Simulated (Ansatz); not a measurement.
CaF2 (SMILES [F][Ca][F]) moved off its minimum; all values from Ansatz (a quantum-chemistry and plane-wave program), cores frozen in correlated methods.
(charge 0, multiplicity 1)
```xyz
3

Ca     0.3002     0.0431    -0.0964
F     -0.6503     1.3639    -1.2136
F      0.0101    -1.4621     1.2935
```

```json
[
 {"level": "HF/def2-TZVPP", "largest force (eV/Å)": "1.26", "on atom": "Ca1", "rms difference from CCSD(T)/def2-TZVPPD (eV/Å)": "0.229", "dipole (D)": "4.94"},
 {"level": "PBE/def2-TZVPP", "largest force (eV/Å)": "1.07", "on atom": "Ca1", "rms difference from CCSD(T)/def2-TZVPPD (eV/Å)": "0.368", "dipole (D)": "4.35"},
 {"level": "r2SCAN/def2-TZVPP", "largest force (eV/Å)": "1.11", "on atom": "Ca1", "rms difference from CCSD(T)/def2-TZVPPD (eV/Å)": "0.419", "dipole (D)": "4.51"},
 {"level": "B3LYP/def2-TZVPP", "largest force (eV/Å)": "1.13", "on atom": "Ca1", "rms difference from CCSD(T)/def2-TZVPPD (eV/Å)": "0.347", "dipole (D)": "4.53"},
 {"level": "wB97M-V/def2-TZVPP", "largest force (eV/Å)": "1.14", "on atom": "Ca1", "rms difference from CCSD(T)/def2-TZVPPD (eV/Å)": "0.345", "dipole (D)": "4.59"},
 {"level": "MP2/def2-TZVPPD", "largest force (eV/Å)": "1.30", "on atom": "Ca1", "rms difference from CCSD(T)/def2-TZVPPD (eV/Å)": "0.021", "dipole (D)": "4.70"},
 {"level": "CCSD(T)/def2-TZVPPD", "largest force (eV/Å)": "1.30", "on atom": "Ca1", "rms difference from CCSD(T)/def2-TZVPPD (eV/Å)": "0.000", "dipole (D)": "4.72"}
]
```

The differences count from one level among others, with limits of its own. Forces at CCSD(T)/def2-TZVPPD (eV/Å):

| atom | Fx | Fy | Fz |
|---|---|---|---|
| Ca1 | 0.409 | -0.933 | 0.812 |
| F2 | -0.502 | 0.805 | -0.687 |
| F3 | 0.093 | 0.129 | -0.125 |
